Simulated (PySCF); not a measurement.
A calculated (PBE, PySCF 2.14, 6-31G*, no relativity, point nucleus) atom or ion has these occupied shells.

| shell | electrons | orbital energy (eV) | rms radius, mean of both spins (bohr) |
| --- | --- | --- | --- |
| 1s α | 1 | -853.37 | 0.183 |
| 1s β | 1 | -852.39 | 0.183 |
| 2s α | 1 | -56.501 | 0.966 |
| 2s β | 1 | -54.163 | 0.966 |
| 2p α | 3 | -33.219 | 1.00 |
| 2p β | 2 | -31.202 | 1.00 |

Q: Name the element and its charge.

A: Ne⁺ (neon, charge +1), in [He] 2s2 2p5, 2P determinant.
